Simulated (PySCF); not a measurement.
**Heteronuclear NMR**

Numbering as in the mapped SMILES `[O:1]=[C:2]([F:3])[C@H:4]1[CH2:5][C@H:6]([SiH3:7])[CH2:8]1`. Hydrogens are named by the atom that carries them. Ha(C5), Ha(C8) are cis to C2 on the ring; Hb(C5), Hb(C8) are trans to C2 on the ring.

Theory: geometry: GFN2-xTB, GIAO PBE0/pcSseg-1 shieldings, in PySCF 2.14 (one averaged value for each set of equivalent atoms, one computed conformer, gas phase, no relativistic terms).

Problem. Where does ¹⁹F resonate?

Solution. 
```json
{"atoms": "F3", "environment": "fluorine bonded to C", "σ (ppm)": "124.1", "δ (ppm)": "34.1"}
```

Shieldings were converted by a linear fit to measured shifts: ¹⁹F (scatter 6.0 ppm rms, 7.0 ppm with the 5 outliers that the fit left out vs CFCl3, solution or neat liquid, with a term for F on sp3 carbon). A few per cent of atoms miss by over 2 rms, more outside the fitted compound classes.

On a 500 MHz spectrometer ¹⁹F resonates near 470.5 MHz, so 1 ppm is 470.5 Hz.

Problem. Where does ²⁹Si resonate?

Solution. 
```tsv
atoms	environment	σ (ppm)	δ (ppm)
Si7	silicon bonded to C, 3 H	413.5	-59.9
```

Shieldings were converted by a linear fit to measured shifts: ²⁹Si: δ = 279.94 − 0.822σ (rms 8.9 ppm, 72 shifts, 25.8 ppm with the 6 outliers that the fit left out vs TMS, solution or neat liquid). Occasional misses reach two or three times the rms, and more in compound classes unlike the fitted ones.

On a 300 MHz spectrometer ²⁹Si resonates near 59.6 MHz, so 1 ppm is 59.6 Hz.

Problem. Where does ¹⁷O resonate?

Solution. 
```
atoms      environment  σ (ppm)  δ (ppm)
   O1  carbonyl oxygen   -107.3    364.4
```

Shieldings were converted by a linear fit to measured shifts: ¹⁷O: δ = 266.70 − 0.911σ (rms 10.7 ppm, 155 shifts, 12.2 ppm with the 3 outliers that the fit left out vs liquid water, solution or neat liquid). A few per cent of atoms miss by over 2 rms, more outside the fitted compound classes.

On a 600 MHz spectrometer ¹⁷O resonates near 81.3 MHz, so 1 ppm is 81.3 Hz.
